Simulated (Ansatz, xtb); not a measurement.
Ligand exchange: BClF2 + C2H4F2 → BF3 + C2H4ClF

Species: BClF2 (chlorodifluoroborane) `FB(F)Cl`, singlet; C2H4F2 (1,1-difluoroethane) `CC(F)F`, singlet; BF3 (boron trifluoride) `FB(F)F`, singlet; C2H4ClF `CC(F)Cl`, singlet. The partners trade Cl for F: B–Cl and C–F bonds give way to B–F and C–Cl.

Shapes, held fixed at every level: PBE0-D4/def2-TZVP. Programs: Ansatz 0.2.0, xtb 6.7.1. The zero-point and thermal change to 298 K, harmonic and unscaled (PBE0-D4/def2-TZVP), is +0.1 kJ/mol.

Q: Estimate ΔH(298 K) of this reaction.

A: The highest level, CCSD(T)/CBS estimate, gives ΔH(298 K) = -55.3 kJ/mol; the levels span -55.3 to +6.5. They disagree on the sign: 1 of 8 are positive. GFN1-xTB strays far from the other rows. The column of differences is taken from that level and isn't an error. No measured value is set beside it here. The CBS estimate extrapolates MP2 from def2-TZVPP and def2-QZVPP and adds CCSD(T) − MP2 in the triple-zeta set, cores frozen. CCSD(T)/CBS estimate lies outside the range of all other levels here, so it shouldn't be taken on trust.

| level | kind | ΔH(298 K) (kJ/mol) | less CCSD(T)/CBS estimate |
| --- | --- | --- | --- |
| GFN1-xTB | semi-empirical | +6.5 | +61.8 |
| HF/def2-TZVPP | Hartree–Fock | -49.4 | +5.9 |
| SPW92/def2-TZVPP | LDA | -45.3 | +10.0 |
| BHLYP-D4/def2-TZVPP | global hybrid | -51.0 | +4.3 |
| wB97M-V/def2-TZVPP | range-separated hybrid | -47.7 | +7.6 |
| B2PLYP/def2-TZVPP | double hybrid | -51.0 | +4.3 |
| CCSD/def2-TZVPP | coupled cluster or CI | -51.9 | +3.4 |
| CCSD(T)/CBS estimate | coupled cluster or CI | -55.3 | 0.0 |
